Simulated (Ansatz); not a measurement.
`OC1(Cl)C[SiH2]1`. Charge 0, multiplicity 1.

| atom | x (Å) | y (Å) | z (Å) |
| --- | --- | --- | --- |
| O1 | -0.331 | 1.773 | -0.193 |
| C2 | -0.467 | 0.416 | -0.310 |
| Cl3 | -1.694 | -0.075 | -1.521 |
| C4 | 0.808 | -0.431 | -0.385 |
| Si5 | -0.215 | -0.706 | 1.150 |
| H6 | 0.101 | 2.108 | -0.990 |
| H7 | 1.723 | 0.146 | -0.270 |
| H8 | 0.857 | -1.184 | -1.163 |
| H9 | 0.265 | -0.129 | 2.422 |
| H10 | -1.048 | -1.918 | 1.259 |

List the harmonic frequencies (cm⁻¹, unscaled) at PBE0-D4/def2-TZVP in Ansatz. (An estimate is asked.)

Computed: 139, 304, 311, 373, 454, 460, 523, 575, 636, 660, 765, 813, 894, 950, 987, 1072, 1226, 1353, 1405, 2266, 2296, 3128, 3222, 3763.

Is this a minimum?

Yes, all 24 modes are real.

Give the ideal-gas thermochemistry at 298.15 K and 1 bar (rigid rotor, harmonic oscillator; point group C1, symmetry number 1).

Zero-point energy 170.9 kJ/mol; H(298) − E = 189.6 kJ/mol; entropy 326.3 J/(mol·K), of which translation 167.3, rotation 113.1, vibration 45.9; G(298) − E = 92.3 kJ/mol.

And at 400, 500, 600, 800 and 1000 K?


```tsv
T (K)	H − E (kJ/mol)	S (J/mol/K)	G − E (kJ/mol)
400	201.5	360.3	57.3
500	215.0	390.5	19.8
600	230.1	417.9	-20.7
800	263.3	465.5	-109.2
1000	299.5	505.9	-206.4
```

Rotational constants (cm⁻¹)?

0.1543, 0.08191, 0.06748.
